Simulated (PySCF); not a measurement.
Assigning NMR signals

Molfile (atoms numbered from 1):
```
C6H15PSi
     RDKit          3D

 23 23  0  0  0  0  0  0  0  0999 V2000
    1.3750   -0.9838    1.8533 C   0  0  0  0  0  0  0  0  0  0  0  0
    1.0523   -0.3531    0.3122 P   0  0  1  0  0  5  0  0  0  0  0  0
    2.6344    0.0707   -0.4932 C   0  0  0  0  0  0  0  0  0  0  0  0
    0.0663   -1.4887   -0.7553 C   0  0  0  0  0  0  0  0  0  0  0  0
   -1.0233   -0.4166   -0.9895 C   0  0  1  0  0  0  0  0  0  0  0  0
   -2.2524   -0.6966   -0.1421 C   0  0  0  0  0  0  0  0  0  0  0  0
   -0.2176    0.8155   -0.5227 C   0  0  1  0  0  0  0  0  0  0  0  0
   -1.0052    2.1646    0.5436 Si  0  0  0  0  0  4  0  0  0  0  0  0
    0.4728   -1.2734    2.3846 H   0  0  0  0  0  0  0  0  0  0  0  0
    2.0033   -0.3230    2.4444 H   0  0  0  0  0  0  0  0  0  0  0  0
    2.9611    1.0472   -0.1362 H   0  0  0  0  0  0  0  0  0  0  0  0
    3.3682   -0.6817   -0.2105 H   0  0  0  0  0  0  0  0  0  0  0  0
    2.5177    0.1015   -1.5752 H   0  0  0  0  0  0  0  0  0  0  0  0
    0.5984   -1.7712   -1.6658 H   0  0  0  0  0  0  0  0  0  0  0  0
   -0.2749   -2.3956   -0.2565 H   0  0  0  0  0  0  0  0  0  0  0  0
   -1.3233   -0.3394   -2.0391 H   0  0  0  0  0  0  0  0  0  0  0  0
   -2.7353   -1.6169   -0.4682 H   0  0  0  0  0  0  0  0  0  0  0  0
   -1.9643   -0.8087    0.9013 H   0  0  0  0  0  0  0  0  0  0  0  0
   -2.9712    0.1166   -0.2205 H   0  0  0  0  0  0  0  0  0  0  0  0
    0.2695    1.2847   -1.3827 H   0  0  0  0  0  0  0  0  0  0  0  0
   -1.4258    1.6380    1.8417 H   0  0  0  0  0  0  0  0  0  0  0  0
    0.0188    3.1927    0.7495 H   0  0  0  0  0  0  0  0  0  0  0  0
   -2.1492    2.7444   -0.1632 H   0  0  0  0  0  0  0  0  0  0  0  0
  1  2  2  0
  2  3  1  6
  2  4  1  0
  4  5  1  0
  5  6  1  0
  5  7  1  0
  7  8  1  0
  7  2  1  0
  1  9  1  0
  1 10  1  0
  3 11  1  0
  3 12  1  0
  3 13  1  0
  4 14  1  0
  4 15  1  0
  5 16  1  6
  6 17  1  0
  6 18  1  0
  6 19  1  0
  7 20  1  6
  8 21  1  0
  8 22  1  0
  8 23  1  0
M  END
```

[PySCF 2.14.0 with density-fitted response routines: shielding tensors at PBE0/pcSseg-1 (GIAO); geometry from GFN2-xTB; non-relativistic Hamiltonian; in vacuum; rapidly exchanging positions averaged; a single conformation]

δ = σ(ref) − σ, references computed at the same level: 13C, 1H against TMS.

Problem. Assign these signals to the numbered atoms. 13C{1H} NMR (computed): δ 49.8, 42.5, 25.8, 24.8, 22.4, 16.5.

Solution. 
| δ (ppm) | atoms | environment | reason |
| --- | --- | --- | --- |
| 49.8 | C4 | sp3 CH2 bonded to P | – |
| 42.5 | C7 | sp3 CH bonded to P and Si | – |
| 25.8 | C5 | sp3 CH in a ring | a saturated carbon with 3 carbon neighbours and no heteroatom attached |
| 24.8 | C6 | methyl carbon | aliphatic region, no heteroatom directly attached |
| 22.4 | C3 | methyl carbon bonded to P | – |
| 16.5 | C1 | carbon double-bonded to a heavier main-group atom | – |

C5 and C6 lie closer than the usual error of such a calculation, so a measured spectrum could show them in the other order.

Problem. Assign these signals to the numbered atoms. 1H NMR (500 MHz, computed): δ 3.73 (m, 3H), 3.20 (m, 1H), 2.61 (m, 1H), 2.23 (m, 1H), 2.08 (m, 1H), 1.64 (m, 3H), 1.21 (d, 3H), 0.66 (m, 2H).

Solution. 
| δ (ppm) | atoms | environment | reason |
| --- | --- | --- | --- |
| 3.73 | H21/H22/H23 | hydrogen on a silicon bonded to C | – |
| 3.20 | H14 | hydrogen on an sp3 CH2 bonded to P | – |
| 2.61 | H20 | hydrogen on an sp3 CH bonded to P and Si | – |
| 2.23 | H16 | hydrogen on an sp3 CH in a ring | – |
| 2.08 | H15 | hydrogen on an sp3 CH2 bonded to P | – |
| 1.64 | H11/H12/H13 | hydrogen on a methyl carbon bonded to P | – |
| 1.21 | H17/H18/H19 | hydrogen on a methyl carbon | far from electronegative atoms and π systems |
| 0.66 | H9/H10 | hydrogen on a carbon double-bonded to a heavier main-group atom | – |

Splittings by 31P in the carbon and heteronuclear signals aren't shown, as no couplings were computed. Shifts are as computed. Against solution values, carbons near 30 ppm lie about +3 ppm off and those near 130 ppm about +5 ppm. Of 1211 compounds with measured shifts, 218 miss one by over three times the rms of a fit or turn the order of signals round; such compounds aren't used in these exercises. Multiplicities follow the n + 1 count of equivalent neighbours, as no J values were calculated; m marks all less simple cases, F and P coupling included.
